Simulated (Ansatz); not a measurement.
CH₂BFN₂ (`N=C1NB1F`). Total charge 0; spin multiplicity 1. The structure was optimised at the PBE0-D4/def2-TZVP level. It is one conformer, not always the lowest.

```xyz
7

N     1.065   -1.282   -0.396
C     0.219   -0.381   -0.185
N     0.174    0.696    0.731
B    -0.924    0.613   -0.096
F    -2.062    1.192   -0.368
H     0.754   -1.892   -1.147
H     0.774    1.054    1.460
```

(1) What is the dipole moment at PBE/def2-TZVPP? (Estimate.)

(2) And with r2SCAN, B3LYP, ωB97M-V? (Best estimate.)

(3) Give the Mulliken charges with PBE, r2SCAN, ωB97M-V in def2-TZVPP. (An estimate is asked.)

Results:

(1) Computed: 1.47 D, with components (-0.60, 1.18, 0.63) D in this frame, pointing from negative to positive charge.

(2) Computed: r2SCAN 1.54 D, B3LYP 1.51 D, ωB97M-V 1.56 D.

(3) The calculation gave: 
```csv
atom,PBE,r2SCAN,ωB97M-V
N1,-0.22,-0.32,-0.24
C2,0.01,0.13,0.10
N3,-0.09,-0.15,-0.11
B4,0.15,0.27,0.23
F5,-0.20,-0.27,-0.25
H6,0.17,0.17,0.13
H7,0.18,0.17,0.15
```

B3LYP here is the variant with VWN-RPA as its local correlation; programs differ in this.
